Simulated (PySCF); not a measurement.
Predicted microwave data (PBE0-D3(BJ)/def2-SVP geometry optimisation, gas phase (PySCF)) for one isomer of C9H15N:

```
Rotational constants : A = 1649, B = 1180, C = 795.3 MHz
Dipole components    : |μa| = 1.73 D, |μb| = 1.03 D, |μc| = 0.02 D
Inertial defect      : -99.38 u·Å²
κ                    : -0.10
```

Question: Which candidate fits, each taken in the one conformer that was computed?
A. `[CH3:1][CH2:2][c:3]1[c:4]([CH3:5])[cH:6][cH:7][n:8]1[CH2:9][CH3:10]` with C1–C2–C3–C4 92°, C7–N8–C9–C10 87°
B. `[CH2:1]=[CH:2]/[CH:3]=[C:4]([CH3:5])/[CH:6]=[CH:7]/[N:8]([CH3:9])[CH3:10]` with C1–C2–C3–C4 180°, C3–C4–C6–C7 180°
C. `[CH3:1][C@@H:2]1[CH2:3][CH2:4][CH2:5][CH2:6][CH2:7][C@H:8]1[C:9]#[N:10]` with C1–C2–C3–C4 150°, C2–C3–C4–C5 73°, C3–C4–C5–C6 -52°, C4–C5–C6–C7 68°

Answer: A. It is CCc1c(C)ccn1CC, an asymmetric top, point group C1. The candidates at the same level (rigid rotor, commonest isotopes):

| SMILES | A (MHz) | B (MHz) | C (MHz) | μa (D) | μb (D) | μc (D) | Δ (u·Å²) | point group | rotor |
| --- | --- | --- | --- | --- | --- | --- | --- | --- | --- |
| C[C@@H]1CCCCC[C@H]1C#N | 1775 | 1139 | 794.9 | 3.43 | 1.39 | 1.66 | -92.76 | C1 | asymmetric top |
| C=C/C=C(C)/C=C/N(C)C | 3613 | 480.3 | 428.7 | 3.61 | 0.45 | 0.15 | -13.03 | C1 | near-prolate asymmetric top |
| CCc1c(C)ccn1CC | 1649 | 1180 | 795.3 | 1.73 | 1.03 | 0.02 | -99.38 | C1 | asymmetric top |

`C[C@@H]1CCCCC[C@H]1C#N` has A 8 % too high; `C=C/C=C(C)/C=C/N(C)C` has A 119 % too high. No structure here is proved a minimum.
